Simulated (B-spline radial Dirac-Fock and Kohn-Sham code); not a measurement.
Kohn-Sham estimates against Dirac-Fock for the levels of Ag

System: neutral silver, configuration [Kr] 4d9 5s1 5p1 (not the ground configuration).

The density-functional columns are spherical, spin-unpolarised Dirac-Kohn-Sham results without Breit or QED terms: −ε is minus the orbital energy of the initial state and ΔSCF the difference of two total energies. The reference in the last column comes from multi-electron Dirac-Fock with separately optimised hole states, Breit and Lamb-shift corrections added in first order. All numbers are from a B-spline atomic structure program, in eV; a selection of levels is shown. For the 1s level of heavy atoms much of the gap between ΔSCF and the reference is the Breit and QED part, -78.4 eV here; for other levels the error of the functional can be larger.

```
level   LDA −ε  LDA ΔSCF  Dirac-Fock
   1s  25288.9   25598.6     25528.2
   2s   3728.8    3781.2      3827.9
2p1/2   3467.8    3533.4      3540.1
2p3/2   3292.7    3354.8      3367.2
   3s    688.2     705.1       735.5
3p1/2    584.2     601.5       620.8
3p3/2    553.3     570.1       589.5
3d3/2    368.5     386.9       388.0
4p1/2    67.99     74.93       79.56
4p3/2    62.77     69.59       74.46
   4d    12.65     18.45       16.69
   5s     7.03     10.47        9.01
   5p     2.26      4.81        4.06
```

Values without a named source are computed, but for edge energies of neutral atoms, which are taken from tables.
